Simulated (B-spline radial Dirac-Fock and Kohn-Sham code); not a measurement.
Model: independent-particle photoionisation in a Dirac-Hartree-Slater potential with a Latter tail, all multipoles, thresholds from Dirac-Fock ΔSCF. Program: an atomic code on a B-spline grid. Kinetic energies are from the vacuum level. Open shells are spread statistically over j, without multiplet splitting. Without correlation, outer binding energies are uncertain by a few eV, most for open f shells.

Question: A free atom or ion in its tabulated ground configuration is ionised with Cr Kα (5414.7 eV) photons and gives these photoelectron lines. Identify it and assign the lines.

```csv
kinetic energy (eV),relative cross section
4208.4,100.0
4362.9,47.3
4386.2,87.9
5264.8,14.8
5314.6,5.8
5317.7,10.8
5399.8,0.48
5400.1,0.69
5406.9,0.94
```

Answer: Zn, [Ar] 3d10 4s2. Binding energies are hν less the kinetic energy: 2s 1206.3 eV, 2p1/2 1051.8 eV, 2p3/2 1028.5 eV, 3s 149.9 eV, 3p1/2 100.1 eV, 3p3/2 97.05 eV, 3d3/2 14.90 eV, 3d5/2 14.57 eV, 4s 7.79 eV.

Values without a named source are computed, but for edge energies of neutral atoms, which are taken from tables.
